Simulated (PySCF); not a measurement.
# Si³⁺ (silicon, charge +3) across methods

[Ne] 3s1, 2S determinant. Calculation: PySCF 2.14, in x2c-TZVPPall with one added diffuse shell each of s, p, d type (6s6p4d1f, 51 functions); the spin-free X2C one-electron Hamiltonian (Gaussian nucleus).

```tsv
method	E (hartree)	mean ε 2p α (eV)	mean ε 2p β (eV)	mean ε 3s α (eV)	Σ⟨r²⟩ (bohr²)	⟨S²⟩
BLYP	-287.8684	-132.28	-132.03	-40.453	6.853	0.750
wB97M-V	-287.8434	-139.86	-139.59	-43.965	6.903	0.750
LDA	-286.6693	-132.30	-132.02	-40.532	6.867	0.750
r2SCAN	-287.8261	-134.22	-133.96	-40.667	6.869	0.750
PBE	-287.7001	-132.29	-131.98	-40.420	6.878	0.750
UHF	-287.41498	-152.39	-152.01	-44.724	6.913	0.750
LC-wPBE	-287.7424	-138.22	-137.93	-44.619	6.877	0.750
PBE0	-287.7279	-137.64	-137.32	-41.611	6.877	0.750
BP86	-287.8672	-132.41	-132.14	-40.543	6.857	0.750
```
